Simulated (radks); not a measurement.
Polarisability of the titanium ion Ti+, [Ar] 3d2 4s1, at imaginary frequency. Method: scalar-relativistic Kohn-Sham, PBE, spin-polarised, spherical densities, finite nucleus; open shells are filled with parallel spins first; Fermi nuclear charge, rms radius 3.5921 fm; computed with a radial shooting solver on a logarithmic mesh with Libxc functionals. Response by self-consistent Sternheimer equations with the Hartree and adiabatic LDA kernel, the relativistic mass of each level held fixed and spin-orbit coupling left out.

w (hartree)  alpha1(iw) (bohr^3)
0.00266                    44.16
0.0143                     43.85
0.0360                     42.23
0.0697                     37.76
0.118                      30.02
0.186                      21.10
0.280                      13.71
0.413                      8.701
0.605                      5.566
0.892                      3.573
1.35                       2.217
2.12                       1.239
3.59                      0.5698
6.94                      0.1949
17.5                     0.04127

Static values: alpha1 = 44.17 bohr^3 (6.545 angstrom^3; uncoupled 60.66). C6 = 275.2, triple-dipole C9 = 8560 atomic units. One-pole (London) frequency 4 C6 / (3 alpha1^2) = 0.188 hartree, against 0.402 for minus the highest occupied eigenvalue.
